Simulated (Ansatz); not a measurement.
`O[SiH](Cl)[Si](O)(Cl)Cl` and `O[SiH2][Si](O)(Cl)Cl` differ in one atom or group.

Ansatz, PBE0-D4/def2-TZVP geometries, multiplicity 1. Each molecule was computed in one conformer, which needn't be the lowest.

```csv
property,`O[SiH](Cl)[Si](O)(Cl)Cl`
HOMO energy (B3LYP/def2-TZVPP) / eV,-8.08
HOMO–LUMO gap (PBE/def2-TZVPP) / eV,5.49
HOMO–LUMO gap (B3LYP/def2-TZVPP) / eV,7.23
LUMO energy (B3LYP/def2-TZVPP) / eV,-0.85
HOMO energy (PBE0/def2-TZVPP) / eV,-8.28
HOMO–LUMO gap (PBE0/def2-TZVPP) / eV,7.58
```

Give the same properties after the change, and the shifts. (Estimate.)

The calculation gave: 
```json
{"property": "HOMO energy (B3LYP/def2-TZVPP) / eV", "`O[SiH2][Si](O)(Cl)Cl`": "-7.94", "shift": "0.14"}
{"property": "HOMO–LUMO gap (PBE/def2-TZVPP) / eV", "`O[SiH2][Si](O)(Cl)Cl`": "5.20", "shift": "-0.29"}
{"property": "HOMO–LUMO gap (B3LYP/def2-TZVPP) / eV", "`O[SiH2][Si](O)(Cl)Cl`": "6.94", "shift": "-0.29"}
{"property": "LUMO energy (B3LYP/def2-TZVPP) / eV", "`O[SiH2][Si](O)(Cl)Cl`": "-1.00", "shift": "-0.15"}
{"property": "HOMO energy (PBE0/def2-TZVPP) / eV", "`O[SiH2][Si](O)(Cl)Cl`": "-8.13", "shift": "0.15"}
{"property": "HOMO–LUMO gap (PBE0/def2-TZVPP) / eV", "`O[SiH2][Si](O)(Cl)Cl`": "7.32", "shift": "-0.26"}
```

With PBE0 the HOMO rises by 0.15 eV and the LUMO falls by 0.11 eV, so the gap narrows by about 0.26 eV. PBE moves the HOMO by 0.16 eV and ωB97M-V by 0.13 eV.

B3LYP here is the variant with VWN-RPA as its local correlation; programs differ in this.
